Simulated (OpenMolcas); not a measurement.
Nd IV: effect of the active space

| Property | Result |
| --- | --- |
| Program | OpenMolcas 26.06 |
| Method | SS-CASPT2 or its RAS form, IPEA 0.25 Eh, imaginary shift 0.1 Eh |
| Basis | ANO-R2 |
| Scalar Hamiltonian | X2C, finite nucleus |
| Spin-orbit coupling | state interaction with AMFI integrals over the reference wave functions, term energies averaged over their components |

A. 3 electrons in 7 orbitals (4f); 2S+1 = 4 odd, 35 roots; 2S+1 = 2 odd, 112 roots (105 in the spin-orbit step); closed shells correlated: 5s 5p; CASPT2 step of the order of 60 core-seconds
B. 3 electrons in 12 orbitals (RAS2 4f; RAS3 5d, at most 1 electron); 2S+1 = 4 odd, 35 roots; 2S+1 = 2 odd, 112 roots (105 in the spin-orbit step); 2S+1 = 4 even, 105 roots (83 in the spin-orbit step); 2S+1 = 2 even, 124 roots kept (CI in the orbitals of an earlier block, 75 in the spin-orbit step); closed shells correlated: 5s 5p; CASPT2 step roughly 7 core-minutes

Energies in cm-1 above 4f3 4I* 9/2, the measured ground level; measured values from the list in Arab et al., J. Quant. Spectrosc. Radiat. Transfer 229, 145 (2019) and Gaigalas et al. (2019), from Wyart et al. (2007).

| Level | A | B | Measured |
| --- | --- | --- | --- |
| 4f3 4I* 9/2 | 0.0 | 0.0 | 0.0 |
| 4f3 4I* 11/2 | 2030 | 2020 | 1897 |
| 4f3 4I* 13/2 | 4190 | 4180 | 3907 |
| 4f3 4I* 15/2 | 6440 | 6430 | 5989 |
| 4f3 2H* 9/2(1) [75 %] | 13380 | 13760 | 12800 |
| 4f3 4F* 3/2 | 13390 | 13620 | 11698 |
| 4f3 4F* 5/2 | 14510 | 14730 | 12748 |
| 4f3 4S* 3/2 | 15390 | 15630 | 13792 |
| 4f3 4F* 7/2 | 15490 | 15730 | 13720 |
| 4f3 4F* 9/2 | 16650 | 16900 | 14995 |
| 4f3 2H* 11/2(1) | 16720 | 17100 | 16162 |
| 4f3 2G* 7/2(1) | 19040 | 19490 | 17655 |
| 4f3 4G* 5/2 | 20740 | 21060 | 17707 |
| 4f3 2G* 9/2(1) [59 %] | 21950 | 22360 |  |
| 4f3 2K* 13/2 | 21980 | 21970 | 20005 |
| 4f3 4G* 7/2 | 22310 | 22630 | 19541 |
| 4f3 4G* 9/2 | 23960 | 24280 |  |
| 4f3 2K* 15/2 | 24170 | 24160 | 22044 |
| 4f3 4G* 11/2 | 25350 | 25650 | 22047 |
| 4f3 2P* 1/2 | 25730 | 26340 |  |
| 4f3 2D* 5/2(1) | 26250 | 26850 | 24333 |
| 4f3 4D* 3/2 [73 %] | 33850 | 34390 |  |
| 4f3 2I* 11/2 | 33960 | 34110 | 30180 |
| 4f3 4D* 5/2 [72 %] | 34130 | 34690 | 29191 |

Deviations, from unrounded energies. A percentage is the sum of absolute deviations over the sum of measured energies, with the sign that they share, or ± where signs differ.

```
                        Against measurement  Levels      A      B
             mean absolute deviation (cm-1)      19   1900   2100
      fine structure of the ground term (%)       3   +7.4   +7.1
other terms of the ground configuration (%)      16  +11.7  +13.2
```

A lies closest to measurement on these levels. The largest miss of A in the table is 4f3 4D* 5/2 [72 %], by +4900 cm-1. The ranking rests on the paired levels alone, and a cruder setting can come out closer through cancelling errors.

Between A and B the level of the table that moves most is 4f3 2P* 1/2, by 610 cm-1 (lowest in A, highest in B). Moves below CASPT2's spread within the term are not significant.

CASPT2 breaks the degeneracy within a term, and the mean is taken; among the terms shown or strongly mixed into the levels shown the widest spread is 560 cm-1 (4f3 4I*, A). High states are left out of the spin-orbit mixing, which shifts the levels that they would mix with. Some levels mix across a computed gap that differs much from the measured one, so their mixing is not that of the real levels. Some terms miss by over 15 % even with CASPT2, which points to a basis or an active space too small for the shells correlated. The CASPT2 spread within a term exceeds the gap to the next term for 4f3 2K* and 4f3 4G*, so the order of their levels is uncertain (holds for A). Each CASPT2 term energy is a mean over a sample of three components (holds for B). Computed and measured levels are paired by configuration, term and J; levels that our copy of the source lacks, or whose pairing is in doubt (as where it misses far off the trend of its configuration), stay unpaired and out of the deviations. Only configurations of the active space appear. The table leaves out levels that lie high or whose names do not pair safely across all columns.

A share in square brackets marks a mixed level and gives the weight of the term that names it, the lowest over the columns. A number in round brackets counts repeated terms of one configuration in the order of the reference energies. * marks odd parity.
